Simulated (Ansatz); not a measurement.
A nudged elastic band was laid between two geometries of C3H9SbSi (14 atoms, charge 0, multiplicity 1).

Theory: RKS revPBE-D4/def2-SVP (Ansatz 0.2.0).

- movable images: 7
- climbing image: yes
- spring: 5.0 eV/Å²
- optimiser: quadratic models (default)
- start path: IDPP
- force threshold: 0.5 eV/Å
- iteration limit: 60
- end points: relaxed

Image 0:

```xyz
14
Properties=species:S:1:pos:R:3
C -1.071 1.948 1.242
C -1.145 0.603 1.243
Sb 0.441 -0.766 1.857
Si 1.311 -0.725 -0.604
C -0.063 -1.378 -1.743
H -0.156 2.489 1.541
H -1.932 2.572 0.939
H -2.086 0.109 0.936
H 1.511 0.538 2.272
H 1.668 0.691 -0.977
H 2.549 -1.578 -0.745
H -0.337 -2.420 -1.478
H 0.265 -1.365 -2.803
H -0.969 -0.745 -1.651
```

Image 8:

```xyz
14
Properties=species:S:1:pos:R:3
C -0.049 2.493 1.664
C -1.020 1.683 1.201
Sb -1.027 -0.495 1.319
Si 0.063 -0.603 -1.051
C 0.509 -2.382 -1.551
H 0.872 2.104 2.130
H -0.136 3.593 1.592
H -1.926 2.120 0.741
H 0.550 -0.539 2.049
H -0.942 -0.032 -2.023
H 1.286 0.277 -1.078
H 1.247 -2.815 -0.845
H 0.952 -2.404 -2.569
H -0.391 -3.029 -1.551
```

Question: Which bonds break or form, and what moves?

Answer: No bond is made or broken. The dihedral C2–Sb3–Si4–H11 goes from 179 to 52°.

Question: What energy profile does the band end with?

Answer: It converged. The highest image is number 4 of 0 to 8, 0.093 eV above the first end and 0.079 eV above the last; the last end lies 0.014 eV above the first. The threshold of 0.5 eV/Å is loose, so the images may lie well off the minimum-energy path. The order of the stationary point at the top wasn't checked. Another band between the same ends, with other settings, climbed to 0.061 eV only, so this may not be the lowest route.

| image | path coordinate (Å) | energy (eV) | dihedral C2–Sb3–Si4–H11 (°) |
| --- | --- | --- | --- |
| 0 | 0.00 | 0.000 | 179 |
| 1 | 0.89 | 0.011 | 165 |
| 2 | 1.78 | 0.040 | 150 |
| 3 | 2.67 | 0.080 | 135 |
| 4 | 3.56 | 0.093 | 118 |
| 5 | 4.45 | 0.088 | 101 |
| 6 | 5.35 | 0.068 | 84 |
| 7 | 6.24 | 0.044 | 67 |
| 8 | 7.13 | 0.014 | 52 |

Question: What is the geometry of the highest image?

Answer: 
```xyz
14
Properties=species:S:1:pos:R:3
C -0.486 2.438 1.668
C -1.112 1.300 1.309
Sb -0.282 -0.712 1.518
Si 0.774 -0.671 -0.874
C 0.059 -2.114 -1.888
H 0.591 2.443 1.905
H -1.008 3.412 1.673
H -2.177 1.331 1.014
H 1.168 -0.094 2.241
H 0.454 0.658 -1.518
H 2.274 -0.806 -0.748
H 0.253 -3.073 -1.370
H 0.516 -2.150 -2.898
H -1.037 -1.993 -2.002
```

The band took 3 iterations and about 3 core-minutes.

Time of the run: 100 s on 2 threads of AMD EPYC 7R43 64-Core Processor (Zen 3), with other jobs on the host, peak memory 0.19 GiB.
